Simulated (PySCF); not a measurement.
A structure optimised at PBE-D3(BJ)/def2-SVP, used in a PySCF frequency run:

```xyz
7

Te     0.3306    -0.8006     0.7569
I     -1.2378     1.3216    -0.1132
S      2.1752    -0.7955    -0.7677
C      1.5461    -1.6862    -2.2400
H      1.2060    -2.7061    -1.9809
H      2.4014    -1.7469    -2.9432
H      0.7252    -1.1150    -2.7141
```
Charge 0, spin multiplicity 1.

Question: Write its SMILES and formula.

Answer: CS[Te]I, CH3ISTe

Question: What are its rotational constants (standard atomic weights)?

Answer: 2.3271, 0.67700, 0.55621 GHz
